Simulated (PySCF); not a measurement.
## S(10+): ionisation energy

S(10+) [He] 2s2 2p2 [2p1/2^2, M_J = 0] → S(11+) [He] 2s2 2p1 [2p1/2^1, M_J = 1/2], as a difference of total energies. Calculation: PySCF 2.14, in an uncontracted even-tempered set (18 s from 1.4 bohr⁻², ratio 2.4; 11 p from 1.9 bohr⁻², ratio 2.4; 5 d from 7.9 bohr⁻², ratio 2.6; 5 f from 12 bohr⁻², ratio 2.6); the two-component X2C-1e Hamiltonian. Correlated levels: nothing frozen; the 36 highest virtual spinors dropped. "Screened" scales the spin-orbit matrix elements by Boettger's factors to mimic the two-electron term; Breit and QED terms are absent.

```tsv
method	ionisation energy (eV)
GHF (spin-free)	505.07
GMP2 (spin-free)	505.41
GHF (screened spin-orbit)	504.58
GMP2 (screened spin-orbit)	504.93
```

Question: How much does correlation contribute at GMP2 (screened spin-orbit)?

Answer: 504.93 − (504.58) = 0.35 eV, measured against GHF (screened spin-orbit).

The labels give the starting determinants; with spin-orbit coupling the two ends relaxed to ⟨J²⟩ = 1.74, ⟨L²⟩ = 1.99, ⟨S²⟩ = 1.99 and ⟨J²⟩ = 0.76, ⟨L²⟩ = 2.00, ⟨S²⟩ = 0.75.

The determinant of S(10+) mixes levels of different J (the jj label is only the starting occupation), so the difference between spin-free and spin-orbit rows is not the physical spin-orbit shift.

For comparison: 504.55 ± 0.12 eV (semi-empirical (NIST evaluation); NIST Atomic Spectra Database, ionization energies).
